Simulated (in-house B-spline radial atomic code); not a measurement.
Computed with a B-spline radial atomic code. Model: two electrons, singlet ground state, non-relativistic, full CI in B-splines with partial waves to l = 8 (at full coupling up to 3e-4 hartree above the limit, correlation up to 0.6 % small), density held at that of full coupling by Lieb maximisation.

W(λ) is the mean repulsion in the state of coupling λ less the Hartree energy of the fixed density. Its start is exact exchange, its initial slope is twice the second-order Görling-Levy correlation energy, and its area from 0 to 1 is E_xc. A straight curve means weak, dynamic correlation, and a curve that drops fast and flattens means strong correlation.

Command:
```bash
python run_ac.py task.json out
```
Settings (lengths in bohr, energies in hartree):
```
potential              dot
strength               0.0692
lmax                   8
second                 1
```

Time taken, with all properties: 110 s on 1 thread of Intel(R) Xeon(R) Processor @ 2.30GHz, on a shared host.

**W = mean repulsion less Hartree energy, and W of three functionals.**

Given: confinement charge in harmonic well; well frequency 0.0692 hartree; nuclear charge 1; external potential omega^2 r^2/2 - Z/r.

Computed: LDA exchange minus exact 58.234 millihartree; SCAN exchange minus exact -4.4534 millihartree.

```json
{"coupling": "0", "W xc (hartree)": "-0.43671", "W xc minus exchange (millihartree)": "0", "kinetic minus Kohn-Sham (millihartree)": "0", "LDA (PW92) W minus its exchange (millihartree)": "0", "PBE W minus its exchange (millihartree)": "0", "SCAN W minus its exchange (millihartree)": "0"}
{"coupling": "0.02", "W xc (hartree)": "-0.43872", "W xc minus exchange (millihartree)": "-2.013", "kinetic minus Kohn-Sham (millihartree)": "0.02", "LDA (PW92) W minus its exchange (millihartree)": "-9.82", "PBE W minus its exchange (millihartree)": "-1.65", "SCAN W minus its exchange (millihartree)": "-1.79"}
{"coupling": "0.05", "W xc (hartree)": "-0.44166", "W xc minus exchange (millihartree)": "-4.954", "kinetic minus Kohn-Sham (millihartree)": "0.12", "LDA (PW92) W minus its exchange (millihartree)": "-19.36", "PBE W minus its exchange (millihartree)": "-4.16", "SCAN W minus its exchange (millihartree)": "-4.35"}
{"coupling": "0.12", "W xc (hartree)": "?", "W xc minus exchange (millihartree)": "?", "kinetic minus Kohn-Sham (millihartree)": "?", "LDA (PW92) W minus its exchange (millihartree)": "?", "PBE W minus its exchange (millihartree)": "?", "SCAN W minus its exchange (millihartree)": "?"}
{"coupling": "0.25", "W xc (hartree)": "-0.45911", "W xc minus exchange (millihartree)": "-22.396", "kinetic minus Kohn-Sham (millihartree)": "2.68", "LDA (PW92) W minus its exchange (millihartree)": "-56.39", "PBE W minus its exchange (millihartree)": "-20.08", "SCAN W minus its exchange (millihartree)": "-19.12"}
{"coupling": "0.4", "W xc (hartree)": "-0.47011", "W xc minus exchange (millihartree)": "-33.396", "kinetic minus Kohn-Sham (millihartree)": "6.24", "LDA (PW92) W minus its exchange (millihartree)": "-74.12", "PBE W minus its exchange (millihartree)": "-30.58", "SCAN W minus its exchange (millihartree)": "-28.34"}
{"coupling": "0.6", "W xc (hartree)": "-0.48258", "W xc minus exchange (millihartree)": "-45.874", "kinetic minus Kohn-Sham (millihartree)": "12.44", "LDA (PW92) W minus its exchange (millihartree)": "-92.22", "PBE W minus its exchange (millihartree)": "-42.81", "SCAN W minus its exchange (millihartree)": "-38.89"}
{"coupling": "0.8", "W xc (hartree)": "-0.49306", "W xc minus exchange (millihartree)": "-56.352", "kinetic minus Kohn-Sham (millihartree)": "19.74", "LDA (PW92) W minus its exchange (millihartree)": "-106.5", "PBE W minus its exchange (millihartree)": "-53.37", "SCAN W minus its exchange (millihartree)": "-47.92"}
{"coupling": "1", "W xc (hartree)": "-0.50196", "W xc minus exchange (millihartree)": "-65.252", "kinetic minus Kohn-Sham (millihartree)": "27.73", "LDA (PW92) W minus its exchange (millihartree)": "-118.28", "PBE W minus its exchange (millihartree)": "-62.58", "SCAN W minus its exchange (millihartree)": "-55.76"}
{"coupling": "1.4", "W xc (hartree)": "-0.51622", "W xc minus exchange (millihartree)": "-79.511", "kinetic minus Kohn-Sham (millihartree)": "44.7", "LDA (PW92) W minus its exchange (millihartree)": "-136.94", "PBE W minus its exchange (millihartree)": "-77.94", "SCAN W minus its exchange (millihartree)": "-68.78"}
{"coupling": "2", "W xc (hartree)": "?", "W xc minus exchange (millihartree)": "?", "kinetic minus Kohn-Sham (millihartree)": "?", "LDA (PW92) W minus its exchange (millihartree)": "?", "PBE W minus its exchange (millihartree)": "?", "SCAN W minus its exchange (millihartree)": "?"}
{"coupling": "3", "W xc (hartree)": "-0.54846", "W xc minus exchange (millihartree)": "-111.75", "kinetic minus Kohn-Sham (millihartree)": "112", "LDA (PW92) W minus its exchange (millihartree)": "-180.75", "PBE W minus its exchange (millihartree)": "-116.65", "SCAN W minus its exchange (millihartree)": "-100.83"}
{"coupling": "4.5", "W xc (hartree)": "-0.56359", "W xc minus exchange (millihartree)": "-126.88", "kinetic minus Kohn-Sham (millihartree)": "167.72", "LDA (PW92) W minus its exchange (millihartree)": "-203.35", "PBE W minus its exchange (millihartree)": "-137.57", "SCAN W minus its exchange (millihartree)": "-117.05"}
{"coupling": "7", "W xc (hartree)": "-0.57775", "W xc minus exchange (millihartree)": "-141.04", "kinetic minus Kohn-Sham (millihartree)": "247.34", "LDA (PW92) W minus its exchange (millihartree)": "-226.39", "PBE W minus its exchange (millihartree)": "-159.3", "SCAN W minus its exchange (millihartree)": "-132.26"}
```

Task: What belongs in the row 0.12?

Result: W xc (hartree): -0.44818; W xc minus exchange (millihartree): -11.466; kinetic minus Kohn-Sham (millihartree): 0.67; LDA (PW92) W minus its exchange (millihartree): -35.43; PBE W minus its exchange (millihartree): -9.96; SCAN W minus its exchange (millihartree): -9.92.

Task: What belongs in the row 2?

Result: W xc (hartree): -0.53166; W xc minus exchange (millihartree): -94.947; kinetic minus Kohn-Sham (millihartree): 70.66; LDA (PW92) W minus its exchange (millihartree): -157.41; PBE W minus its exchange (millihartree): -95.64; SCAN W minus its exchange (millihartree): -83.64.

Task: What is the PBE exchange minus exact?

Result: 0.91325 millihartree.

**Energy parts, natural occupations and partial-wave weights.**

Computed: total energy -0.4891 hartree; exchange energy -0.43671 hartree; correlation energy -0.037523 hartree; initial slope twice GL2 -0.10171 hartree; kinetic part over minus potential part 0.42495; Hartree energy 0.87342 hartree; Lieb Oxford ratio E_xc over LDA exchange 1.253.

```
natural  occupation of the shell (electrons)
      s                               1.9318
      s                             0.038934
      p                                    ?
      d                           0.00074733
      p                           0.00053419
      s                           0.00027026
```

Task: What belongs in the row p?

Result: occupation of the shell (electrons): 0.02744.

```tsv
wave	weight
s	0.98552
p	0.014007
d	?
f	4.9449e-05
g	1.0684e-05
```

Task: What belongs in the row d?

Result: weight: 0.00040932.

Task: What is the kinetic part of the DFT correlation energy?

Result: 0.027729 hartree.

Task: What is the Kohn-Sham kinetic?

Result: 0.55778 hartree.

Half-way to full coupling W has made 61 % of its drop, against 50 % for a straight line, and second-order (GL2) theory, half the initial slope, overshoots the correlation energy by about 36 %: a marked bend. Over couplings 0 to 1 the errors in E_xc come to about +18 millihartree for LDA, +3.4 millihartree for PBE, +1.1 millihartree for SCAN, so SCAN is nearest. In LDA and SCAN the errors of exchange and correlation have opposite signs, so the sum is smaller than the larger of the two.
